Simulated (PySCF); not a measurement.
PySCF 2.14 output of an unrestricted PBE0 calculation on a single atom or ion in aug-cc-pVTZ-PP with one added diffuse shell each of d, f type with ECP28MDF (6s5p5d3f, 67 functions), with a scalar-relativistic core potential:

```
SCF conv_tol = 1e-09
number electrons alpha = 9  beta = 9
    C. Adamo and V. Barone.,  J. Chem. Phys. 110, 6158 (1999)
    M. Ernzerhof and G. E. Scuseria.,  J. Chem. Phys. 110, 5029 (1999)
cycle= 1 E= -188.180480237296  delta_E= -0.00154  |g|= 0.024  |ddm|= 0.106
cycle= 2 E= -188.180606016145  delta_E= -0.000126  |g|= 0.0118  |ddm|= 0.0377
cycle= 3 E= -188.180649648616  delta_E= -4.36e-05  |g|= 0.000154  |ddm|= 0.0124
cycle= 4 E= -188.180649655166  delta_E= -6.55e-09  |g|= 2.44e-07  |ddm|= 0.000167
cycle= 5 E= -188.180649655165  delta_E= 7.67e-13  |g|= 3.45e-09  |ddm|= 2.65e-07
converged SCF energy = -188.180649655165  <S^2> = -5.3290705e-15  2S+1 = 1
```

The run itself started from symmetry-adapted Hartree-Fock orbitals and held the occupation by maximum overlap, on a logarithmic radial grid, so the iterations belong to that start.

Problem. Which element, charge and spin multiplicity is this?

Solution. In³⁺ (indium, charge +3), multiplicity 1; the state was [Kr] 4d10, closed-shell 1S.

Energies and moments cover only the electrons outside the core potential.
